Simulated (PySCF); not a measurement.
Se(OH)(OSiH3) (H4O2SeSi), SMILES O[Se]O[SiH3].

Geometry optimised at PBE-D3(BJ)/def2-SVP. This is a generated structure with no PubChem entry under its InChIKey; it may be hypothetical. One conformer was computed; it need not be the lowest.

These are PBE/def2-TZVP in PySCF values and carry that method's errors.

Computed frontier levels, gap, dipole moment and polarisability:
The highest occupied level comes out as -5.47 eV and the lowest empty level is -2.31 eV. The orbital gap is 3.16 eV. The dipole moment comes out as 2.07 D and the quadrupole, principal values (traceless, Buckingham form, about the centre of nuclear charge) is -5.54, 1.38, 4.15 D·Å. The mean static polarisability is 61.8 bohr³ (9.17 Å³). The polarisability, principal values is 50.0, 58.4, 77.2 bohr³.
